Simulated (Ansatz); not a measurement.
Mulliken charges of C₂H₅AlO, SMILES `[OH][Al]1[CH2][CH2]1` from ωB97M-V/def2-TZVPP in Ansatz (PBE0-D4/def2-TZVP geometry).

```csv
atom,x (Å),y (Å),z (Å),charge (e)
O1,-0.446,1.463,-2.087,-0.360
Al2,-0.118,0.520,-0.728,0.527
C3,1.006,-0.111,0.650,-0.331
C4,-0.492,-0.726,0.646,-0.351
H5,-1.290,1.472,-2.537,0.166
H6,1.786,-0.854,0.487,0.086
H7,1.238,0.472,1.540,0.086
H8,-0.524,-1.802,0.479,0.089
H9,-1.071,-0.479,1.535,0.089
```

Q: By hand: the dipole of these point charges (1 e Å = 4.8032 D).

A: Σ q r = (-0.158, 0.047, -0.142) e Å, of length 0.218 e Å = 1.05 D.

Q: How does the dipole of the full density compare? (An estimate is asked.)

A: Ansatz gave: (-0.282, 0.038, -0.195) e Å, 1.66 D; the point charges give 0.63 times that, at 9° from its direction.

Point charges leave out the atoms' own dipoles, such as those of lone pairs, and Mulliken's split depends on the basis, so the two needn't agree.
